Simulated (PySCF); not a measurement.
## Computed data sheet: `CO[C@H]1OC(=O)c2ccccc21`

C₉H₈O₃.
Z-matrix (Å and degrees, GFN2-xTB geometry), rows numbered from 1:
```
C 
O   1  1.4163
C   2  1.3829  1  113.98
O   3  1.4284  2  111.68  1    66.25
C   4  1.3593  3  111.91  2   117.17
O   5  1.1959  4  122.85  3  -178.93
C   5  1.4797  4  107.65  3     2.20
C   7  1.3843  5  130.69  4   178.81
C   8  1.3858  7  117.57  5  -179.82
C   9  1.3892  8  120.92  7    -0.34
C  10  1.3889  9  121.40  8     0.33
C  11  1.3783 10  117.54  9     0.11
H   1  1.0870  2  105.87  3   179.87
H   1  1.0923  2  110.96  3   -60.78
H   1  1.0957  2  110.62  3    60.74
H   3  1.1078  2  110.67  1   -52.18
H   8  1.0784  7  120.42  5     0.05
H   9  1.0798  8  119.68  7   179.77
H  10  1.0798  9  119.36  8  -179.64
H  11  1.0783 10  121.29  9  -179.73
```

Among its groups: ester, benzene ring and ether.

GFN2-xTB geometry:

* Point group of the GFN2-xTB geometry: C1
* Rotational constants A, B, C of the GFN2-xTB geometry: 1.504, 0.854, 0.566 GHz

**PBE0/pcSseg-1 ground state and GIAO shieldings, non-relativistic (PySCF)**

* Dipole moment: 4.38 D
* HOMO energy: -7.92 eV
* LUMO energy: -1.60 eV
* HOMO–LUMO gap: 6.32 eV
* Lowest Hirshfeld atomic charge: -0.26 e on O6
* Highest Hirshfeld atomic charge: +0.19 e on C5
* 13C chemical shifts (computed TMS as zero) by class: 172.8 (C5), 153.7 (C12), 138.5 (C10), 135.3 (C9), 134.3 (C7), 132.3 (C8), 129.3 (C11), 105.8 (C3), 59.7 (C1) ppm
* 1H chemical shifts (computed TMS as zero) by class: 8.26 (H17), 7.89 (H19), 7.87 (H18), 7.83 (H20), 6.20 (H16), 3.96 (H13/H14/H15) ppm
* Isotropic shieldings of nuclei other than C and H, by class: -86 (O6), 89 (O4), 258 (O2) ppm
* Mayer bond orders between heavy atoms: C1–O2 0.90, O2–C3 1.05, C3–O4 0.88, O4–C5 1.04, C5–O6 2.02, C5–C7 0.99, C7–C8 1.38, C8–C9 1.44, C9–C10 1.43, C10–C11 1.42, C11–C12 1.40, C12–C3 1.02, C12–C7 1.36

Monoisotopic mass (most abundant isotopes): 164.0473 u.

The dipole equals about 14.6 × 10⁻³⁰ C·m (1 D = 3.33564 × 10⁻³⁰ C·m). The rotational constants make it an asymmetric top with κ = (2B − A − C)/(A − C) = -0.39, nearer the prolate limit (−1). With B = h/(8π²I), that is 505.379 GHz u Å² over I, the principal moments of inertia are 336.0, 591.9 and 892.9 u Å² (most abundant isotopes).

Isolated species at its GFN2-xTB geometry (one conformer only). NMR classes are plain means over equivalent atoms (diastereotopic ones count apart unless rotation or inversion swaps them), as if these changed places fast; in this geometry the members of some classes differ.

For the NMR shielding job (PBE0/pcSseg-1), the run took 60 s of wall time on one thread of an Arm Neoverse V1, on a shared host.
